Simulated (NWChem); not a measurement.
Molecule: C2H7NOSi2; SMILES O[Si@H]1CC([SiH3])=N1

```xyz
13

O      0.2238     2.8259    -0.5696
Si    -0.0052     1.4964     0.3937
C     -1.2860     0.1476    -0.0144
C      0.0112    -0.6897     0.0191
Si     0.1148    -2.5885    -0.1207
N      1.0609     0.0636     0.1743
H      0.3597     2.6711    -1.5152
H     -0.0115     2.0458     1.7694
H     -1.7473     0.1696    -1.0087
H     -2.0515    -0.1389     0.7163
H     -0.6822    -3.1953     0.9812
H     -0.4925    -3.0170    -1.4117
H      1.5228    -3.0454    -0.0447
```
Atoms are numbered in this order, from 1.

All runs: NWChem. The geometry was optimised at B3LYP/6-31G* (spherical d). Level SCAN/def2-SVP: energy and gradient on several grids; changes count from the extra-fine grid, which is no exact limit either.

```
grid     size of the energy change (μHa)  largest change of a gradient component (μHa/bohr)  time, medium = 1 (rough)
-------  -------------------------------  -------------------------------------------------  ------------------------
xcoarse                            20000                                               7000                   about 1
coarse                              2000                                               2000                   about 1
medium                              2000                                                900                   about 1
fine                                 300                                               1000                   about 1
xfine                               < 10                                               < 30                         3
```
